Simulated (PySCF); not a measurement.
## Radial density of Cr¹¹⁺ (chromium, charge +11)

r2SCAN0, [Ne] 3s2 3p1, 2P determinant. Computed with PySCF 2.14 in an even-tempered Gaussian basis (17 s from 0.49 bohr⁻², ratio 2.5; 11 p from 0.64 bohr⁻², ratio 2.5; 5 d from 3.8 bohr⁻², ratio 2.7; 4 f from 5.7 bohr⁻², ratio 2.7), with the non-relativistic Hamiltonian (point nucleus).

| r (bohr) | 4πr²ρ (e/bohr) | 4πr²(ρα − ρβ) |
| --- | --- | --- |
| 0.00120 | 0.1601 | 0.0000 |
| 0.00202 | 0.4353 | 0.0000 |
| 0.00339 | 1.153 | 0.0000 |
| 0.00571 | 2.919 | 0.0001 |
| 0.00960 | 6.854 | 0.0004 |
| 0.0162 | 14.18 | 0.0020 |
| 0.0272 | 23.77 | 0.0112 |
| 0.0457 | 28.57 | 0.0563 |
| 0.0769 | 23.17 | 0.2138 |
| 0.129 | 23.32 | 0.4800 |
| 0.217 | 30.53 | 0.3239 |
| 0.366 | 14.35 | 0.0532 |
| 0.615 | 5.542 | 1.4503 |
| 1.03 | 2.449 | 0.8025 |
| 1.74 | 0.04957 | 0.0179 |
| 2.93 | 1.256e-05 | 0.0000 |
